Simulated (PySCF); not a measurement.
# Working out the ionisation energy of Al⁺

Al⁺ [Ne] 3s2 (1S) → Al²⁺ [Ne] 3s1 (2S). Computed with PySCF 2.14 in aug-cc-pwCVTZ (8s7p5d3f, 75 functions), with no relativity, point nucleus. Frozen: nothing. Energies in hartree (1 hartree = 27.21139 eV):

| part | Al⁺ (lower) | Al²⁺ (upper) |
| --- | --- | --- |
| UHF | -241.673480 | -241.029624 |
| MP2 opposite-spin | -0.226725 | -0.194366 |
| MP2 same-spin | -0.078813 | -0.075004 |

Task: What does Hartree-Fock give?

Result: (-241.029624) − (-241.673480) = 0.643856 hartree = 17.520 eV.

Task: What do MP2 and SCS-MP2 (6/5 opposite-spin, 1/3 same-spin) give?

Result: The opposite-spin parts differ by 0.881 eV and the same-spin parts by 0.104 eV. MP2: 17.520 + (0.881) + (0.104) = 18.505 eV. SCS-MP2: 17.520 + 1.2 × (0.881) + (0.104)/3 = 18.612 eV.

Measured between the centres of the two terms (NIST): 18.829 eV, so MP2 (all electrons) is off by -0.324 eV.

What remains against the reference includes basis incompleteness and correlation beyond second order.
